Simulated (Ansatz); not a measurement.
System: Sc, charge 0, doublet.

Total energies in cc-pwCVQZ-DK, 11 correlated electrons, 5 frozen orbitals. Open shells are spin-unrestricted; no spin-orbit coupling. The -DK rows use spin-free X2C, correlate 3s3p of the metal (1s2s2p frozen) and give its partners the cc-pVXZ-DK valence sets. The determinant of Sc ([Sc], doublet) is a saddle point of the SCF energy; a lower one exists, which strains HF and MP2. Open-shell metal atoms are single determinants, not pure terms.

| method | program | energy (Eh) | minus CCSDT(Q) (mEh) |
|---|---|---|---|
| HF | Ansatz | -763.28822 | 389.23 |
| MP2 | Ansatz | -763.64155 | 35.90 |
| CCSD | Ansatz | -763.66246 | 14.99 |
| CCSD(T) | Ansatz | -763.67607 | 1.38 |
| CCSDT(Q) | Ansatz | -763.67745 | 0.00 |

Ansatz is an electronic-structure program.
